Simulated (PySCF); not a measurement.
C₆ coefficients of unlike pairs at PBE0

Calculated with PySCF 2.14 from the dipole response of each species, C₆(A,B) = (3/π) ∫ α_A(iu) α_B(iu) du, in atomic units, from isotropic polarisabilities. For ions this is the dispersion term alone; charge-induced terms of lower order in 1/R come first.

| species | configuration | basis | relativity | α (bohr³) | C₆ (like pair) |
| --- | --- | --- | --- | --- | --- |
| P | [Ne] 3s2 3p3 (4S) | aug-cc-pV(T+d)Z with one added diffuse shell each of s, p, d, f type (7s6p5d3f) | none | 26.48 | 196.2 |
| Li | [He] 2s1 (2S) | dyall-acv3z (15s9p3d) | spin-free X2C | 146.8 | 1185 |
| In | [Kr] 4d10 5s2 5p1 (2P) | def2-TZVPPD with the def2 core potential (28 electrons) (7s5p4d2f) | core potential | 74.08 | 763.9 |
| N²⁺ | [He] 2s2 2p1 (2P) | aug-cc-pCVQZ-DK (9s8p6d4f2g) | spin-free X2C | 2.595 | 3.681 |

(1) Estimate C₆ for N²⁺ with Li.

No spin-orbit coupling is included.

The other pairs:

```tsv
pair	C₆
N²⁺, P	25.40
In, P	373.4
N²⁺, In	45.75
Li, P	359.5
In, Li	843.5
```

Answers

(1) The integral gives 38.53. The combination rule 2 C_A C_B / (C_A α_B/α_A + C_B α_A/α_B) gives 38.06 and the geometric mean 66.04.
